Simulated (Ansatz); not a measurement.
Relaxation of Cd2SeF2 with RKS PBE-D4/def2-SVP.

```sh
$ ansatz run in.yaml --threads 4 --pin off --events-out ev --progress --plain --max-ram 3916MiB
```

```yaml
crystal:
  periodic: [false, false, false]
  atoms:
    - {symbol: Cd, position_ang: [-0.347350, -1.384770, -0.959500]}
    - {symbol: Cd, position_ang: [0.136310, 1.277790, 0.961990]}
    - {symbol: Se, position_ang: [1.144140, 0.465540, -1.031590]}
    - {symbol: F, position_ang: [-1.069450, -3.135430, -1.099070]}
    - {symbol: F, position_ang: [0.136350, 2.776880, 2.128170]}
basis:
  gaussian: {orbitals: def2-SVP}
hamiltonian: {xc: pbe, dispersion: d4}
scf: {lower_state_search: "off"}
output: {orbitals: {seedname: orbitals}}
relax: {f_tol: 0.02, max_steps: 100}
```

It took 6 s on 4 threads of Intel Xeon on a shared host.

Positions (Å) and forces (eV/Å) at steps 1, 2, 3, 4, 7 of 7:

```xyz
5
step=1 energy=-79887.0623 eV
Cd   -0.347   -1.385   -0.960    0.387    0.217   -0.166
Cd    0.136    1.278    0.962    0.167   -0.121   -0.291
Se    1.144    0.466   -1.032    0.527    0.031   -0.769
F    -1.069   -3.135   -1.099   -0.727   -1.076    0.010
F     0.136    2.777    2.128   -0.353    0.950    1.216
5
step=2 energy=-79887.4308 eV
Cd   -0.292   -1.495   -1.040    0.234   -0.038   -0.063
Cd    0.237    1.431    0.948    0.356    0.386   -0.200
Se    1.167    0.450   -1.107   -0.161   -0.026    0.087
F    -1.168   -3.227   -1.095   -0.219   -0.119    0.041
F     0.056    2.841    2.294   -0.209   -0.204    0.134
5
step=3 energy=-79887.5646 eV
Cd   -0.231   -1.523   -1.046    0.014   -0.057    0.055
Cd    0.358    1.549    0.852    0.051    0.208    0.083
Se    1.191    0.451   -1.165    0.041    0.029   -0.071
F    -1.246   -3.185   -1.011   -0.058    0.006    0.013
F    -0.073    2.708    2.370   -0.049   -0.187   -0.080
5
step=4 energy=-79887.5979 eV
Cd   -0.190   -1.479   -1.015   -0.028   -0.045    0.033
Cd    0.404    1.550    0.782   -0.013    0.080    0.078
Se    1.252    0.475   -1.239    0.064    0.027   -0.073
F    -1.291   -3.083   -0.893   -0.014    0.015    0.011
F    -0.175    2.536    2.365   -0.010   -0.077   -0.049
5
step=7 energy=-79887.6080 eV
Cd   -0.156   -1.423   -0.994   -0.006    0.001    0.008
Cd    0.430    1.528    0.723   -0.009   -0.008    0.007
Se    1.321    0.502   -1.312    0.004    0.002   -0.003
F    -1.326   -2.965   -0.759    0.006    0.004   -0.003
F    -0.269    2.358    2.343    0.005    0.001   -0.008
```

In the def2 sets Cd takes a core potential; there is no spin–orbit coupling. The structure comes from a short search, and lower isomers may exist.
